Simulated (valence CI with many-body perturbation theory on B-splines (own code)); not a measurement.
Results of a calculation; reference values are marked as such.
**Run record, Pt37+**

The program does CI of the valence electrons with many-body perturbation theory for a frozen closed Dirac-Fock core.

Command, and the settings that its task file holds:

```sh
python run_cv.py task.json out
```

```
atom Pt  Z=78  mass_number=195  rms_radius_fm=5.4270
core [Kr]
valence 5d5
avg = 1
basis = S
breit = 1
cap = 10000
capref = 1200
cscale = 1
de = 0.0
dress = 0
eps = 2e-08
extrap = 1
h = 0.27
hh = 1
l2 = 3
lcore = 6
maxit = 60
n2 = 5
natural = 1
nlev = 20
nno = [3, 3, 3, 3, 1]
nroot = 26
nsp = [3, 3, 2, 2, 0]
pt2 = 1
qed = 1
rpa = 1
s1 = 1
s2 = 1
s3 = 1
screen = 1
tol = 2e-05
whole = 1
```

Problem. What became of the run, and why?

Solution. It gave no result: the start configuration must fill the lowest shells above the core. The program said: "5d is not the lowest shell of its kind above the core".
